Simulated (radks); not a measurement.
All-electron atom: a nucleus of charge 30.25 with 30 electrons in [Ar] 3d10 4s2.

Method: Dirac Kohn-Sham, PBE, spin-unpolarised, spherical densities, point nucleus; computed with a radial shooting solver on a logarithmic mesh with Libxc functionals.

Energy parts (hartree):
total: -1832.39915
kinetic: 1867.03039
electron-nucleus: -4419.01917
Hartree: 792.11501
exchange-correlation: -72.52539

Orbitals (lengths in bohr, moments of r in powers of bohr; r(max) is where P^2 peaks):
orbital  occ.  eigenvalue (hartree)   r(max)  small-component weight
1s1/2       2             -356.4071  0.03262                1.19e-02
2s1/2       2             -43.55068   0.1876                2.28e-03
2p1/2       2             -38.41027   0.1487                2.27e-03
2p3/2       4             -37.49966   0.1516                2.23e-03
3s1/2       2              -4.97865   0.5821                5.09e-04
3p1/2       2              -3.34317   0.5803                4.60e-04
3p3/2       4              -3.22570   0.5885                4.49e-04
3d3/2       4              -0.52257   0.5561                3.08e-04
3d5/2       6              -0.50856   0.5591                3.05e-04
4s1/2       2              -0.30495    2.023                4.23e-05

The highest occupied level is 4s1/2 at -8.298 eV. Summed over all electrons, <r^2> = 30.27 bohr^2, which gives a Langevin (diamagnetic) susceptibility term of -24 x 10^-6 cm^3/mol.
